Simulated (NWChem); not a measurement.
C$_{2}$H$_{7}$GaO; SMILES C[O][GaH][CH3]

```xyz
11

Ga    -0.1327     0.3396     0.0030
H     -1.6934     0.1635     0.0034
C      0.9682     1.9518     0.0025
H      0.7511     2.5711     0.8866
H      0.7588     2.5645    -0.8882
H      2.0344     1.6849     0.0079
O      0.7974    -1.1898     0.0030
C      0.2676    -2.4774     0.0026
H      0.6056    -3.0392    -0.8881
H      0.6103    -3.0413     0.8901
H     -0.8409    -2.5015     0.0054
```
Atoms are numbered in this order, from 1.

Level: PBE0/def2-SVP (NWChem), optimised geometry, unscaled harmonic frequencies. 

### Question
List the harmonic frequencies with IR intensities, and the thermochemistry.

### Answer
| frequency (cm⁻¹) | IR intensity (km/mol) |
|---|---|
| 48 | 0.1 |
| 115 | 0.7 |
| 121 | 5.0 |
| 122 | 0.9 |
| 246 | 9.6 |
| 442 | 43.9 |
| 573 | 31.4 |
| 597 | 132.2 |
| 640 | 29.4 |
| 717 | 49.8 |
| 765 | 85.5 |
| 1168 | 142.7 |
| 1183 | 0.1 |
| 1214 | 94.6 |
| 1219 | 16.6 |
| 1424 | 2.6 |
| 1429 | 3.9 |
| 1467 | 0.7 |
| 1475 | 30.8 |
| 1479 | 5.1 |
| 1968 | 180.7 |
| 2985 | 106.8 |
| 3062 | 2.2 |
| 3064 | 57.2 |
| 3080 | 44.5 |
| 3162 | 2.4 |
| 3187 | 1.3 |

```
Quantity                                                                            Value
-----------------------------------------------------------------------  ----------------
zero-point energy                                                           52.8 kcal/mol
thermal correction to the enthalpy at 298.15 K (with zero-point energy)     58.0 kcal/mol
heat capacity Cv                                                         22.7 cal/(mol K)
entropy at 298.15 K and 1 atm (symmetry number 1)                        84.7 cal/(mol K)
dipole moment                                                                      0.98 D
```

Rigid rotor and harmonic oscillator; modes under 100 cm⁻¹ make the entropy uncertain.
